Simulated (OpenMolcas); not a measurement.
## C: effect of the active space

```json
{
  "Program": "OpenMolcas 26.06",
  "Method": "SS-CASPT2 or its RAS form, IPEA 0.25 Eh, imaginary shift 0.1 Eh",
  "Basis": "ANO-RCC-VQZP",
  "Scalar Hamiltonian": "DKH2, point nucleus",
  "Spin-orbit coupling": "state interaction with AMFI integrals over the reference wave functions, term energies averaged over their components"
}
```

A. 2 electrons in 3 orbitals (2p); 2S+1 = 3 even, 3 roots; 2S+1 = 1 even, 6 roots; closed shells correlated: 1s 2s; CASPT2 step about 1.3 core-seconds
B. 4 electrons in 4 orbitals (2s 2p); 2S+1 = 3 even, 3 roots; 2S+1 = 1 even, 6 roots; 2S+1 = 5 odd, 1 root; 2S+1 = 3 odd, 8 roots; closed shells correlated: 1s; CASPT2 step of the order of 2.4 core-seconds
C. 4 electrons in 8 orbitals (2s 2p 3s 3p); 2S+1 = 3 even, 3 roots; 2S+1 = 1 even, 6 roots; 2S+1 = 5 odd, 1 root; 2S+1 = 3 odd, 8 roots; 2S+1 = 1 odd, 3 roots; closed shells correlated: 1s; CASPT2 step roughly 8 core-seconds
D. 2 electrons in 9 orbitals (RAS2 2p; RAS3 3s 3d, at most 1 electron); 2S+1 = 3 even, 3 roots; 2S+1 = 1 even, 6 roots; 2S+1 = 3 odd, 3 roots; 2S+1 = 1 odd, 3 roots; closed shells correlated: 1s 2s; CASPT2 step roughly 6 core-seconds
E. 4 electrons in 9 orbitals (RAS2 2s 2p; RAS3 3d, at most 2 electrons); 2S+1 = 3 even, 3 roots; 2S+1 = 1 even, 6 roots; 2S+1 = 5 odd, 1 root; 2S+1 = 3 odd, 8 roots; closed shells correlated: 1s; CASPT2 step roughly 12 core-seconds

Energies in cm⁻¹ above 2s² 2p² ³P₀, the measured ground level; measured values from NIST Handbook of Basic Atomic Spectroscopic Data.

| Level | A | B | C | D | E | Measured |
| --- | --- | --- | --- | --- | --- | --- |
| 2s² 2p² ³P₀ | 0.0 | 0.0 | 0.0 | 0.0 | 0.0 | 0.0 |
| 2s² 2p² ³P₁ | 15.7 | 15.1 | 14.8 | 15.7 | 15.1 | 16.4 |
| 2s² 2p² ³P₂ | 46.9 | 45.1 | 44.1 | 46.9 | 44.9 | 43.4 |
| 2s² 2p² ¹D₂ | 9970 | 9680 | 10150 | 9980 | 10350 | 10193 |
| 2s² 2p² ¹S₀ | 22720 | 20020 | 20680 | 26080 | 21630 | 21648 |

Deviations, from unrounded energies. A percentage is the sum of absolute deviations over the sum of measured energies, with the sign that they share, or ± where signs differ.

| Against measurement | Levels | A | B | C | D | E |
| --- | --- | --- | --- | --- | --- | --- |
| mean absolute deviation (cm-1) | 4 | 320 | 540 | 250 | 1200 | 45 |
| fine structure of the ground term (%) | 2 | ±7.0 | ±5.0 | ±3.9 | ±7.0 | ±4.8 |
| other terms of the ground configuration (%) | 2 | ±4.1 | -6.7 | -3.2 | ±14.6 | ±0.6 |

E lies closest to measurement on these levels and D furthest from it. The largest miss of E in the table is 2s² 2p² ¹D₂, by +160 cm-1. The ranking rests on the paired levels alone, and a cruder setting can come out closer through cancelling errors.

Among A to E the level of the table that moves most is 2s² 2p² ¹S₀, by 6100 cm-1 (lowest in B, highest in D). Moves below CASPT2's spread within the term are not significant.

CASPT2 breaks the degeneracy within a term, and the mean is taken; among the terms shown or strongly mixed into the levels shown the widest spread is 98 cm-1 (2s² 2p² ¹D, D). Over all roots computed the reference weight is 0.93 to 0.99 in B, 0.94 to 0.99 in C; the roots of lowest weight are the least certain, and an intruder state may touch them. With the s shell closed, the reference lacks s² → p² mixing (holds for A; D). The run also gave levels led by 2s² 2p 3s, which use shells meant for correlation; these and all levels above them are left out (holds for C). No level of 2s² 2p 3d was computed, though it lies in the active space (holds for D). Some terms miss by over 15 % even with CASPT2, which points to a basis or an active space too small for the shells correlated (holds for D). Active for correlation alone: 3d; no level in the range computed is led by a configuration that fills it, so any true level of that kind is missing (holds for E). Measured partners are found by configuration, term and J. A level has none where our copy of the source lacks it or the pairing is in doubt (some pairs that miss far off the trend of their configuration count as doubtful), and it then counts in no deviation. Levels of configurations outside the active space are missing. The table leaves out levels that lie high or whose names do not pair safely across all columns.
